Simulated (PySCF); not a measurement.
# Electron correlation in Cu (copper, neutral)

[Ar] 3d10 4s1, 2S determinant. Calculation: PySCF 2.14, in ANO-RCC-VTZP (6s5p3d2f1g, 59 functions); the spin-free X2C one-electron Hamiltonian (Gaussian nucleus). Frozen: [Ar]; 11 electrons correlated.

MP2 pair energies summed by pair of shells (mhartree):

```
 pair   energy  share (%)
3d-3d  -492.31       95.2
3d-4s   -25.04        4.8
```

Total MP2 correlation energy: -517.35 mhartree.

Same-spin part -192.69 and opposite-spin part -324.66 mhartree; SCS-MP2 scales them by 1/3 and 6/5 to -453.82 mhartree.
